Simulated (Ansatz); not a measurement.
```yaml
atoms:
  - { symbol: C, position_ang: [0.0000, 0.0000, 0.0000] }
  - { symbol: C, position_ang: [0.0000, 0.0000, 1.3350] }
  - { symbol: C, position_ang: [0.0000, 1.2287, -0.8604] }
  - { symbol: C, position_ang: [0.0000, -1.2287, 2.1954] }
  - { symbol: H, position_ang: [0.0000, -0.9668, -0.5033] }
  - { symbol: H, position_ang: [0.0000, 0.9668, 1.8383] }
  - { symbol: H, position_ang: [0.0000, 2.1161, -0.2274] }
  - { symbol: H, position_ang: [0.8898, 1.2321, -1.4899] }
  - { symbol: H, position_ang: [-0.8898, 1.2321, -1.4899] }
  - { symbol: H, position_ang: [0.0000, -2.1161, 1.5624] }
  - { symbol: H, position_ang: [0.8898, -1.2321, 2.8249] }
  - { symbol: H, position_ang: [-0.8898, -1.2321, 2.8249] }
```

Basis set: 6-31G* (spherical functions). Left uncorrelated: 4 orbitals. Charge 0, multiplicity 1.

Computed with Ansatz (development build ahead of 0.2.0); each method stands on the lowest determinant of its kind that the runs found. Restricted open shells among the atoms or ions are ROHF, correlated in semicanonical orbitals with singles.

The atomization energy at this shape (free ground-state atoms in the same class of orbitals less the molecule, no zero-point energy) of singlet C₄H₈:

```
 method  atomization energy
RHF-MP2    1072.23 kcal/mol
```

**Question.** What does RHF give?

**Answer.** 887.71 kcal/mol.
